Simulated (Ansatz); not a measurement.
TaS2 (the lowest doublet isomer of a short search) was relaxed with r2SCAN-D4 (def2-TZVP) in Ansatz in these states: neutral doublet, neutral quartet. The geometries follow in no particular order.

In the def2 sets Ta takes a core potential; there is no spin–orbit coupling.

A:

Cartesian coordinates in Å:
```
Ta -0.149 0.554 0.622
S 1.693 0.345 -0.477
S -1.544 -0.899 -0.146
```

B:

```xyz
3

Ta    0.788   -0.479   -0.052
S     0.494    1.718   -0.140
S    -1.282   -1.239    0.191
```

Question: Judge from the bond lengths which geometry belongs to which state (an estimate).

Answer: A is the neutral doublet (Ta1–S2 2.156 Å, Ta1–S3 2.156 Å); B is the neutral quartet (Ta1–S2 2.218 Å, Ta1–S3 2.218 Å).

At PBE0-D4/def2-TZVP a doublet lies 1.73 eV below the neutral quartet. These are the stationary points nearest to one start from a short search; other shapes may lie lower in each state.
